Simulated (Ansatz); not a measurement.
C$_{2}$H$_{6}$F$_{2}$OSi (`C[Si](F)(F)CO`), relaxed with RKS PBE-D4/def2-SVP in the Gaussian-basis code of Ansatz from a rough embedded geometry. The force threshold is 0.03 eV/Å; the program also tests the step.

Charge 0, multiplicity 1.

Start:

```xyz
12

C     0.479   -1.670    0.013
Si    0.299   -0.044    0.742
F    -0.878   -0.127    1.791
F     1.617    0.401    1.523
C    -0.099    1.332   -0.487
O    -1.377    1.262   -1.201
H     0.699   -2.445    0.704
H     1.276   -1.654   -0.785
H    -0.470   -2.014   -0.566
H     0.649    1.331   -1.246
H    -0.093    2.267    0.028
H    -2.103    1.362   -0.516
```

Question: How much energy does the relaxation release, and in how many steps? (Best estimate.)

Answer: The calculation gave: 43.58 kJ/mol, in 7 steps.

Question: Which bonds change most? (Estimate.)

Answer: The calculation gave: Si2–F3 from 1.578 to 1.645 Å; C1–Si2 from 1.791 to 1.857 Å; C1–H9 from 1.164 to 1.109 Å; C5–H11 from 1.068 to 1.118 Å.

Question: Give the relaxed structure. (Estimate.)

Answer: The calculation gave: 
```xyz
12

C     0.481   -1.681   -0.065
Si    0.310    0.004    0.696
F    -0.972   -0.006    1.728
F     1.625    0.369    1.601
C    -0.106    1.382   -0.520
O    -1.418    1.116   -1.033
H     0.462   -2.479    0.705
H     1.427   -1.768   -0.637
H    -0.364   -1.844   -0.765
H     0.589    1.377   -1.387
H    -0.012    2.396   -0.057
H    -2.023    1.134   -0.266
```
